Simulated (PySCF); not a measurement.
B(CCH)(Me)(OMe) (C4H7BO), SMILES C#CB(C)OC. Coordinates come from a PBE0-D3(BJ)/def2-SVP optimisation. The structure was generated by enumeration, and PubChem lists no compound with its InChIKey, so it may never have been made. Other conformers were not sampled.

Computed equilibrium geometry at PBE0-D3(BJ)/def2-SVP (PySCF confirms it by a frequency run) as Cartesian coordinates in Å, and its point group (one conformer of several):
point group Cs.
```xyz
13

B      0.2012    -0.0838     0.0000
C     -0.2622    -1.5582     0.0000
C     -0.5726    -2.7351     0.0000
H     -0.8593    -3.7714     0.0000
C      1.7461     0.2243     0.0000
H      2.0297     1.2858     0.0000
H      2.2089    -0.2575    -0.8775
H      2.2089    -0.2575     0.8775
O     -0.7922     0.8325     0.0000
C     -0.6431     2.2246     0.0000
H     -1.1380     2.6411    -0.8911
H     -1.1380     2.6411     0.8911
H      0.4104     2.5438     0.0000
```
